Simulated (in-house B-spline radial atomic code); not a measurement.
# Ionising Al⁸⁺ with different functionals

Computed with a B-spline radial code for spherical atoms: non-relativistic Hamiltonian, point nucleus, spin-polarised at highest spin, spherical fractional occupations for the functionals, the average over the highest-spin determinants for Hartree-Fock. The ionisation energy is the difference of two self-consistent energies, [He] 2s2 2p1 → [He] 2s2, without Breit or QED terms; ε is the level of the shell that loses the electron (its least bound occupied spin orbital).

Hybrids are left out here: with spherical fractional occupations of an open shell their exact exchange keeps a self-interaction that integer-occupation calculations don't have.

```json
{"method": "Hartree-Fock", "rung": "Hartree-Fock", "ΔSCF (eV)": "329.98", "-ε(2p) (eV)": "330.66"}
{"method": "LDA VWN5", "rung": "LDA", "ΔSCF (eV)": "329.88", "-ε(2p) (eV)": "307.53"}
{"method": "LDA PW92", "rung": "LDA", "ΔSCF (eV)": "329.86", "-ε(2p) (eV)": "307.52"}
{"method": "LDA exchange-only", "rung": "LDA", "ΔSCF (eV)": "327.82", "-ε(2p) (eV)": "305.61"}
{"method": "PBE", "rung": "GGA", "ΔSCF (eV)": "330.06", "-ε(2p) (eV)": "307.68"}
{"method": "PBEsol", "rung": "GGA", "ΔSCF (eV)": "329.54", "-ε(2p) (eV)": "307.29"}
{"method": "BLYP", "rung": "GGA", "ΔSCF (eV)": "330.46", "-ε(2p) (eV)": "308.06"}
{"method": "RPBE", "rung": "GGA", "ΔSCF (eV)": "329.80", "-ε(2p) (eV)": "307.54"}
{"method": "PW91", "rung": "GGA", "ΔSCF (eV)": "?", "-ε(2p) (eV)": "?"}
{"method": "BP86", "rung": "GGA", "ΔSCF (eV)": "330.09", "-ε(2p) (eV)": "307.76"}
{"method": "AM05", "rung": "GGA", "ΔSCF (eV)": "329.33", "-ε(2p) (eV)": "307.16"}
{"method": "OLYP", "rung": "GGA", "ΔSCF (eV)": "329.82", "-ε(2p) (eV)": "308.02"}
{"method": "TPSS", "rung": "meta-GGA", "ΔSCF (eV)": "329.71", "-ε(2p) (eV)": "307.77"}
{"method": "SCAN", "rung": "meta-GGA", "ΔSCF (eV)": "329.25", "-ε(2p) (eV)": "307.92"}
{"method": "r2SCAN", "rung": "meta-GGA", "ΔSCF (eV)": "329.09", "-ε(2p) (eV)": "307.80"}
{"method": "M06-L", "rung": "meta-GGA", "ΔSCF (eV)": "?", "-ε(2p) (eV)": "?"}
{"method": "revTPSS", "rung": "meta-GGA", "ΔSCF (eV)": "329.18", "-ε(2p) (eV)": "307.30"}
```

Task: What does PW91 give?

Result: ΔSCF 330.37 eV, and -ε(2p) = 308.01 eV.

Task: What does M06-L give?

Result: ΔSCF 328.97 eV, and -ε(2p) = 307.48 eV.

Task: How do they compare with the NIST value?

Result: NIST lists 330.21 eV ± 0.04 (semi-empirical, ground level to ground level). Errors run from -2.39 to +0.25 eV; BP86 is closest (-0.12 eV), though others lie within the uncertainty of it, and part of that can be cancellation, since the calculations leave out relativity, Breit-QED terms, multiplet and fine-structure energies. Hartree-Fock also lacks correlation.
